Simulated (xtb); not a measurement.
GeOCl₂, SMILES [O]=[Ge]([Cl])[Cl]. All values are semi-empirical tight-binding results from xtb (GFN2-xTB unless named), good for trends rather than for accurate numbers. Geometry: GFN2-xTB.

Optimised geometry:

Bonds (Å): Ge1–O2 1.582, Ge1–Cl3 2.086, Ge1–Cl4 2.086. Angles (°): O2–Ge1–Cl3 123.9, O2–Ge1–Cl4 123.9, Cl3–Ge1–Cl4 112.1.
Charge 0, spin multiplicity 1.

For metal compounds this method's bond lengths and energies can be far off.

Computed properties:
| Property | Result |
|---|---|
| point group as xtb finds it | C2v |
| orbital gap | 4.41 eV |
| zero-point energy | 3.0 kcal/mol |
| G − E(el) at 298.15 K (modified RRHO) | -16.0 kcal/mol |

Problem. Give the atomic charges and the Wiberg bond orders between heavy atoms. (An estimate is asked for; the answer gives what the named calculation found.)

Solution. charges (e) Ge1 0.39, O2 -0.33, Cl3 -0.03, Cl4 -0.03. Bond orders Ge1–O2 1.91, Ge1–Cl3 1.16, Ge1–Cl4 1.16.
